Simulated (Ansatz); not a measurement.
The lowest singlet and triplet of C2H2 (SMILES C#C); geometries from B3LYP-D3(BJ)/def2-TZVP, each state relaxed from the structure named, with no frequency check.
Singlet (charge 0, multiplicity 1):
```xyz
4

C      0.00000     0.00000    -0.59840
C      0.00000     0.00000     0.59840
H      0.00000     0.00000    -1.66107
H      0.00000     0.00000     1.66107
```
Triplet (charge 0, multiplicity 3):
| atom | x (Å) | y (Å) | z (Å) |
|---|---|---|---|
| C | 0.6389 | 0.1742 | -0.1204 |
| C | -0.6339 | -0.1898 | -0.1228 |
| H | 1.2778 | 0.4163 | 0.7321 |
| H | -1.3073 | -0.3230 | 0.7272 |

A positive gap puts the triplet lower; no zero-point energy. R- takes a restricted singlet. U- takes an unrestricted singlet (broken symmetry where lower, unprojected). The triplet is unrestricted in single-reference levels. Active spaces average the two states.

Cores are frozen in the correlated methods.

Programs: Ansatz (Gaussian basis) for Hartree–Fock, density functionals and correlated methods. 

Question: What gap E(singlet) − E(triplet), adiabatic does R-CCSD/cc-pVQZ give?

Answer: -3.79 eV

Question: Predict the gap E(singlet) − E(triplet), adiabatic from SC-NEVPT2 on SA-CASSCF(4,4)/cc-pVQZ.

Answer: -4.01 eV

Question: What is the computed gap E(singlet) − E(triplet), adiabatic (U-PBE/def2-TZVPP)?

Answer: -3.73 eV

Ansatz is a first-principles code.
